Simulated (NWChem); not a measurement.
CH5InO2; SMILES [OH][In]([CH3])[OH]

```xyz
9

In    -0.0037     0.0170    -0.0006
C     -0.1323     2.1534     0.0007
H      0.8804     2.5690    -0.0829
H     -0.5933     2.4951     0.9378
H     -0.7432     2.4940    -0.8465
O      1.7416    -0.9520     0.0006
H      1.6084    -1.9071     0.0031
O     -1.4695    -1.3526     0.0008
H     -2.3529    -0.9686     0.0002
```
Atoms are numbered in this order, from 1.

All runs: NWChem. Geometry: optimised at PBE0/def2-SVP. def2 effective core potentials on In; no spin-orbit coupling. Level B3LYP/def2-SVP: energy and gradient on several grids; changes count from the extra-fine grid, which is no exact limit either.

Q: Which is the coarsest grid (xcoarse; coarse; fine; medium; xfine) from which on the energy stays within 100 μHa and each gradient component within 200 μHa/bohr of xfine?

A: medium.
```
grid     size of the energy change (μHa)  largest change of a gradient component (μHa/bohr)  time, medium = 1 (rough)
-------  -------------------------------  -------------------------------------------------  ------------------------
xcoarse                             2000                                              10000                   about 1
coarse                                90                                                500                   about 1
medium                              < 10                                                 70                   about 1
fine                                < 10                                               < 30                   about 1
xfine                               < 10                                               < 30                         2
```
